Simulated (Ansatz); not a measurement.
```yaml
crystal:
  periodic: [false, false, false]
  atoms:
    - {symbol: O, position_ang: [1.375719, 2.892285, 0.164242]}
    - {symbol: Mo, position_ang: [0.073489, 2.100500, 0.263700]}
    - {symbol: O, position_ang: [-1.170293, 3.087213, -0.048451]}
    - {symbol: O, position_ang: [-0.227024, 0.779562, 1.410232]}
    - {symbol: Mo, position_ang: [-0.129345, -0.986246, 1.723514]}
    - {symbol: O, position_ang: [1.214666, -1.695386, 2.569663]}
    - {symbol: O, position_ang: [-1.725241, -1.453545, 2.454755]}
    - {symbol: O, position_ang: [-0.117329, -1.638406, -0.045607]}
    - {symbol: Mo, position_ang: [0.173500, -0.962263, -1.905279]}
    - {symbol: O, position_ang: [-1.201992, -1.315680, -2.825956]}
    - {symbol: O, position_ang: [1.569570, -1.487699, -2.688788]}
    - {symbol: O, position_ang: [0.272771, 0.875916, -1.517662]}
basis:
  gaussian: {orbitals: def2-SVP}
hamiltonian: {xc: {name: SPW92}}
scf: {omitted_lower_state_checks: [starts]}
output: {forces: true}
```

```sh
$ ansatz run in.yaml --threads 2 --pin off --events-out ev --progress --plain --max-ram 32768MiB --backend cpu
```

It prints (some lines left out):

```
Functional definition: SPW92
2196 factors; their error is unknown
mean field evaluation 1: about -23792.2454 eV, gradient 1.8e2 eV
mean field evaluation 2: about -22741.8302 eV, gradient 6.0e2 eV
mean field evaluation 4: about -23840.5458 eV, gradient 6.8e1 eV
mean field evaluation 8: about -23850.5948 eV, gradient 1.6e1 eV
mean field evaluation 16: about -23851.0750 eV, gradient 2.5e-1 eV
mean field evaluation 32: about -23851.0084 eV, gradient 3.9e-4 eV
mean field -23851.00835769 eV, -876.5083903510 hartree, gradient 3.6e-5 eV, S^2 0.000000; 0 other end points of the search recorded, 0 dependent functions left out
reference -23851.00845353 eV, -876.5083938731 hartree; 57, 57 occupied and 162, 162 virtual orbitals, 2196 factors
Total energy: -23851.00845353 eV, -876.5083938731 hartree
Atom 0 at     1.375719     2.892285     0.164242 Å, force    10.540376     6.794121     0.242106 eV/Å
Atom 1 at     0.073489     2.100500     0.263700 Å, force    -6.667566    -8.617420    -6.091185 eV/Å
Atom 2 at    -1.170293     3.087213    -0.048451 Å, force    -3.169655     3.037272    -0.221923 eV/Å
Atom 3 at    -0.227024     0.779562     1.410232 Å, force     0.051017     0.122316     3.130660 eV/Å
Atom 4 at    -0.129345    -0.986246     1.723514 Å, force    -3.198045    -6.209378     1.358028 eV/Å
Atom 5 at     1.214666    -1.695386     2.569663 Å, force    -1.957443     1.458257    -0.916046 eV/Å
Atom 6 at    -1.725241    -1.453545     2.454755 Å, force     4.653369     1.177518    -1.700876 eV/Å
Atom 7 at    -0.117329    -1.638406    -0.045607 Å, force     0.532847     0.956139    -0.332035 eV/Å
Atom 8 at     0.173500    -0.962263    -1.905279 Å, force    -0.924292     1.134872     2.490120 eV/Å
Atom 9 at    -1.201992    -1.315680    -2.825956 Å, force     0.742781     0.035157     0.021055 eV/Å
Atom 10 at     1.569570    -1.487699    -2.688788 Å, force    -0.283575    -0.094366    -0.086524 eV/Å
Atom 11 at     0.272771     0.875916    -1.517662 Å, force    -0.319812     0.205510     2.106620 eV/Å
Dipole moment:     0.230663     0.680194     0.296065 e Å
Checks for a lower state left out: starts
```

Run time 5.5 s (2 threads of AMD EPYC 7R13 on a shared host).

In the def2 sets Mo takes a core potential; there is no spin–orbit coupling.
